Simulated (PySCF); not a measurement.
# What a mistake does to a calculation on B2CH7Si cation

These are calculations, not measurements. They come from PySCF 2.14.0, an open-source quantum chemistry program, on an isolated molecule that a program drew, which may never have been made. The molecule is B2CH7Si cation (charge +1, singlet), drawn as the SMILES string `BC[SiH+]B`.

Each row is a Hartree-Fock (HF) and frozen-core CCSD(T) single point in the cc-pV(D+d)Z basis, meant for a local HF minimum. Run 1 is clean. Each other run has one planted mistake out of seven kinds, and not every kind appears here: one electron removed, one electron added, multiplicity raised by two, geometry at a saddle point, minimal basis STO-3G, one bond length entered in bohr, all coordinates scaled. The reference is restricted for singlets and unrestricted otherwise, and also for a bond in bohr. Adding or removing an electron swaps singlet and doublet. Electrons count all cores. HOMO and LUMO are orbital energies over both spins, the gradient is its largest component, and the lowest frequency (negative if imaginary) is given only where the gradient is small. Bond lengths are over the 10 bonds as drawn. T1 is the CCSD diagnostic: over 0.02 (restricted) or 0.045 (unrestricted) a single reference is doubtful.

Geometry of the clean run:
```xyz
11
B2CH7Si cation, angstrom
B    -1.4517   -1.1636    0.1268
C     0.1246   -1.3075   -0.1493
Si    1.1917   -0.7988    1.2388
B     1.2854    1.0912    1.9777
H    -1.8597   -0.1873    0.6863
H    -2.1907   -2.0109   -0.2597
H     0.2651   -0.5281   -0.9224
H     0.4158   -2.2735   -0.5607
H     2.0127   -1.8362    1.8804
H     0.5534    1.3923    2.8671
H     2.0780    1.8489    1.5138
```

| run | electrons | basis functions | <S^2> | HOMO (eV) | LUMO (eV) | gradient (hartree/bohr) | lowest frequency (cm^-1) | mean bond (Å) | longest bond (Å) | T1 | HF (hartree) | CCSD(T) (hartree) | mistake |
|---|---|---|---|---|---|---|---|---|---|---|---|---|---|
| 1 | 36 | 100 | 0.000 | -16.97 | -4.91 | 6.8e-06 | 47 | 1.3895 | 2.031 | 0.0125 | -379.93279 | -380.38454 | no fault |
| 2 | 35 | 100 | 0.787 | -21.93 | -14.91 | 7.5e-02 | - | 1.3895 | 2.031 | 0.0592 | -379.34426 | -379.78380 | one electron removed |
| 3 | 36 | 100 | 0.000 | -16.65 | -5.00 | 2.7e-02 | - | 1.4507 | 2.121 | 0.0130 | -379.91735 | -380.37488 | all coordinates scaled |
| 4 | 37 | 100 | 0.769 | -6.59 | 1.21 | 3.7e-02 | - | 1.3895 | 2.031 | 0.0130 | -380.14355 | -380.61328 | ? |
| 5 | 36 | 31 | 0.000 | -16.03 | -2.07 | 2.2e-02 | - | 1.3895 | 2.031 | 0.0086 | -375.59895 | -375.80552 | ? |

**Which mistake was planted in run 4, and what did it cost?**

It counts 37 electrons, one more than the clean run, at the same geometry and basis. So the mistake is: one electron added. Subtracting run 1 and multiplying by 627.51 kcal/mol a hartree, the energy moved by -132.3 kcal/mol in HF and -143.5 kcal/mol in CCSD(T).

**Which mistake was planted in run 5, and what did it cost?**

It has 31 basis functions where the clean run has 100, with the same electrons and geometry. So the mistake is: minimal basis STO-3G. Subtracting run 1 and multiplying by 627.51 kcal/mol a hartree, the energy moved by 2719.5 kcal/mol in HF and 2873.4 kcal/mol in CCSD(T).

Cautions from the logs. Run 2: T1 is over the limit, so its CCSD(T) energy is less reliable.
